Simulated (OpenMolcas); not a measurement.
An OpenMolcas run meant for V+ (ANO-L-VQZP, non-relativistic; inactive shells 1s 2s 2p 3s 3p; intended active space 4 electrons in 6 orbitals (3d 4s)). One step of its input:

```
&CASPT2
Multistate=15 1 2 3 4 5 6 7 8 9 10 11 12 13 14 15
Frozen=2 3
IPEA=-0.5
Imaginary=0.1
MaxIter=60
WThr=0.0 0.3 0.05
PrWF=0.5
NoMix
```

The run finished. Its levels beside those of a sound run (SS-CASPT2, IPEA 0.25 Eh, imaginary shift 0.1 Eh (closed shells correlated: 3s 3p)), in cm⁻¹ above each run's lowest level:

```
     Level  This run  Usual run
   3d⁴ ⁵D₀       0.0        0.0
   3d⁴ ⁵D₁      41.2       41.2
   3d⁴ ⁵D₂       123        123
   3d⁴ ⁵D₃       247        247
   3d⁴ ⁵D₄       411        411
3d³ 4s ⁵F₁       752       3049
3d³ 4s ⁵F₂       833       3131
3d³ 4s ⁵F₃       956       3253
3d³ 4s ⁵F₄      1119       3416
3d³ 4s ⁵F₅      1322       3620
3d³ 4s ³F₂      6478       9364
3d³ 4s ³F₃      6696       9582
3d³ 4s ³F₄      6982       9868
3d³ 4s ⁵P₁      9438      14391
```

Q: Which setting is unsound, and how much does it matter here?

A: The IPEA shift is negative. Against the sound run the excited levels shown move by 1900 cm-1 on average and by 5000 cm-1 at most.

Term energies are means over components that CASPT2 splits; among the terms shown or strongly mixed into the levels shown the widest spread is 4500 cm-1 (3d³ 4s ³F, this run). Over all roots computed the reference weight is 0.82 to 0.90 in this run; the roots of lowest weight are the least certain, and an intruder state may touch them. A single d shell beside an s shell can misplace configurations of different d count against each other. The CASPT2 spread within a term exceeds the gap to the next term for 3d⁴ ⁵D and 3d³ 4s ⁵F, 3d³ 4s ³F and 3d³ 4s ⁵P, so the order of their levels is uncertain, and so are names and mixing where such terms share a J (holds for this run). Only configurations of the active space appear.
